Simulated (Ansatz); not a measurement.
The first iterations of a band of F$_{4}$H$_{4}$NOTa (11 atoms, charge 0, multiplicity 1).

Theory: RKS PBE0/def2-SVP in Ansatz.

* movable images: 9
* climbing image: from the first iteration
* spring: 5.0 eV/Å²
* optimiser: fire
* start path: through a guess of the saddle point
* force threshold: 0.05 eV/Å
* iteration limit: 60
* end points: relaxed

Image 0:

```xyz
11
Properties=species:S:1:pos:R:3
Ta 0.212 -0.018 0.141
N 2.142 0.457 0.157
H 2.648 0.756 0.986
H 2.774 0.351 -0.632
F 0.244 0.363 1.987
F 0.565 -0.724 -1.585
F -0.651 1.535 -0.426
F -1.324 -1.161 0.338
O 0.949 -2.084 0.789
H 0.225 -2.721 0.701
H 1.740 -2.453 0.379
```

Image 10:

```xyz
11
Properties=species:S:1:pos:R:3
Ta -0.062 -0.456 0.195
N 2.244 -0.104 0.127
H 2.668 -0.062 1.053
H 2.377 0.809 -0.312
F 0.234 0.377 1.877
F 0.357 -1.094 -1.545
F 0.014 1.294 -0.552
F -1.930 -0.550 0.168
O 0.290 -2.149 0.938
H 0.582 -2.973 1.322
H 2.749 -0.790 -0.435
```

| iteration | highest image above the first end (eV) | largest band force component (eV/Å) |
| --- | --- | --- |
| 1 | 6.472 | 11.676 |
| 2 | 4.959 | 8.780 |
| 3 | 4.702 | 6.714 |
| 4 | 4.226 | 3.017 |
| 5 | 3.598 | 4.989 |
| 6 | 3.449 | 2.349 |
| 7 | 3.170 | 2.043 |
| 8 | 3.054 | 1.986 |
| 9 | 2.840 | 1.878 |
| 10 | 2.561 | 1.798 |
| 11 | 2.261 | 1.650 |
| 12 | 1.986 | 1.431 |
| 13 | 1.767 | 1.185 |
| 14 | 1.601 | 0.957 |
| 15 | 1.475 | 1.092 |
| 16 | 1.341 | 1.391 |
| 17 | 1.291 | 1.091 |
| 18 | 1.211 | 0.948 |
| 19 | 1.184 | 0.887 |
| 20 | 1.138 | 0.771 |

Question: Does the band converge within its limit, and where does its top end?

Answer: It did not converge within its limit. It ended after 60 iterations with the highest image 0.385 eV above the first end. The band didn't meet its force threshold, so its energies are provisional: the largest band force was still 0.72 eV/Å, and over the last iterations the top stayed at 0.39 eV. The orbitals stay closed-shell, which can raise the energy where a bond breaks towards radicals; this wasn't checked here.

The run took 27 min on 4 threads of Arm Neoverse V1 (shared host), peak memory 0.41 GiB.
